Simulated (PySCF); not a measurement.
bromine (Br2), SMILES BrBr.

Geometry: B3LYP-D3(BJ)/def2-TZVP.

These are TDA-PBE0/def2-TZVPD run with PySCF values and carry that method's errors.

Vertical excitations; the highest root listed may be one member of a degenerate set. Isolated molecule, no solvent. State labels are in the subgroup D2h.

Computed lowest excited states:
```json
[
 {"state": "S1", "symmetry": "B3u", "energy (eV)": "2.82", "λ (nm)": "440", "f": "0.001", "main pairs": "HOMO−1→LUMO (degenerate set)"},
 {"state": "S2", "symmetry": "B2u", "energy (eV)": "2.82", "λ (nm)": "440", "f": "0.001", "main pairs": "HOMO→LUMO (degenerate set)"},
 {"state": "S3", "symmetry": "B3g", "energy (eV)": "4.91", "λ (nm)": "253", "f": "0.000", "main pairs": "HOMO−3→LUMO (degenerate set)"},
 {"state": "S4", "symmetry": "B2g", "energy (eV)": "4.91", "λ (nm)": "253", "f": "0.000", "main pairs": "HOMO−2→LUMO (degenerate set)"},
 {"state": "S5", "symmetry": "B2g", "energy (eV)": "7.70", "λ (nm)": "161", "f": "0.000", "main pairs": "HOMO−1→LUMO+2 (degenerate set)"},
 {"state": "S6", "symmetry": "B3g", "energy (eV)": "7.70", "λ (nm)": "161", "f": "0.000", "main pairs": "HOMO→LUMO+2 (degenerate set)"},
 {"state": "S7", "symmetry": "B3u", "energy (eV)": "8.05", "λ (nm)": "154", "f": "0.062", "main pairs": "HOMO−1→LUMO+1 (degenerate set)"},
 {"state": "S8", "symmetry": "B2u", "energy (eV)": "8.05", "λ (nm)": "154", "f": "0.062", "main pairs": "HOMO→LUMO+1 (degenerate set)"},
 {"state": "S9", "symmetry": "B1u", "energy (eV)": "8.15", "λ (nm)": "152", "f": "0.466", "main pairs": "HOMO−4→LUMO 33 %, HOMO−1→LUMO+4 29 %, HOMO→LUMO+3 29 %"},
 {"state": "S10", "symmetry": "Au", "energy (eV)": "8.30", "λ (nm)": "149", "f": "0.000", "main pairs": "HOMO−1→LUMO+3 50 %, HOMO→LUMO+4 50 %"},
 {"state": "T1", "symmetry": "B3u", "energy (eV)": "2.02", "λ (nm)": "614", "f": "0", "main pairs": "HOMO−1→LUMO (degenerate set)"},
 {"state": "T2", "symmetry": "B2u", "energy (eV)": "2.02", "λ (nm)": "614", "f": "0", "main pairs": "HOMO→LUMO (degenerate set)"},
 {"state": "T3", "symmetry": "B3g", "energy (eV)": "4.12", "λ (nm)": "301", "f": "0", "main pairs": "HOMO−3→LUMO (degenerate set)"},
 {"state": "T4", "symmetry": "B2g", "energy (eV)": "4.12", "λ (nm)": "301", "f": "0", "main pairs": "HOMO−2→LUMO (degenerate set)"}
]
```
Triplets are in the Tamm–Dancoff approximation.
